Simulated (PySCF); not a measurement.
1-hydroxysiletane (C3H8OSi), SMILES O[SiH]1CCC1.

Geometry optimised at B3LYP-D3(BJ)/def2-SVP. The values are those of a single conformer.

Level of theory: TDA-PBE/def2-SVPD (PySCF).

Vertical excitations. The molecule is in vacuum.

Computed UV-visible absorptions:
```
state  energy (eV)  λ (nm)      f                            main pairs
-----  -----------  ------  -----  ------------------------------------
S1            6.01     206  0.004                        HOMO→LUMO 99 %
S2            6.21     200  0.006                      HOMO−1→LUMO 99 %
S3            6.70     185  0.025                      HOMO→LUMO+1 99 %
S4            6.91     179  0.022                    HOMO−1→LUMO+1 91 %
S5            6.97     178  0.013  HOMO→LUMO+2 55 %, HOMO−1→LUMO+2 37 %
S6            7.11     174  0.041  HOMO−1→LUMO+2 60 %, HOMO→LUMO+2 30 %
S7            7.33     169  0.011                      HOMO→LUMO+3 94 %
S8            7.51     165  0.009                      HOMO−2→LUMO 90 %
S9            7.59     163  0.012    HOMO−3→LUMO 73 %, HOMO−4→LUMO 12 %
S10           7.60     163  0.075                    HOMO−1→LUMO+3 79 %
T1            5.81     213      0                        HOMO→LUMO 99 %
T2            6.01     206      0                      HOMO−1→LUMO 99 %
T3            6.56     189      0                      HOMO→LUMO+2 94 %
T4            6.58     188      0                      HOMO→LUMO+1 95 %
```
Triplets are in the Tamm–Dancoff approximation.
